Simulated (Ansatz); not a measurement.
**How methods differ on GeSiH4F (SMILES F[SiH][GeH3])**

GeSiH4F: 7 atoms, total charge 0, spin state doublet. As SMILES, `F[SiH][GeH3]`. Geometry: optimised at wB97X-V/def2-SVP.

Each level gives the adiabatic electron affinity (to the singlet anion, shapes relaxed at wB97X-V/def2-SVP, no zero-point term) (eV). The values are calculated.

The electron affinity is E(neutral) − E(anion): positive where the electron is bound.

```
              level                    kind  program  value (eV)  CPU time (all runs)
      UHF/def2-TZVP            Hartree–Fock   Ansatz        0.61                8.5 s
     UPBE/def2-TZVP                     GGA   Ansatz        1.74                 11 s
 U-r2SCAN/def2-TZVP                meta-GGA   Ansatz        1.62                 21 s
   UB3LYP/def2-TZVP           global hybrid   Ansatz        1.82                 14 s
 UPBE0-D4/def2-TZVP           global hybrid   Ansatz        1.70                 13 s
U-wB97M-V/def2-TZVP  range-separated hybrid   Ansatz        1.84                 59 s
     UMP2/def2-TZVP     perturbation theory   Ansatz        1.53                 14 s
```

All-electron rows without a relativistic Hamiltonian named are non-relativistic. The values span 0.61 to 1.84 eV. In the correlated wave-function rows the outer d shell of Ge is correlated, in sets not made for it. CPU times are rough (shared hosts, several kinds of processor): they show what a rung costs within a factor of a few.
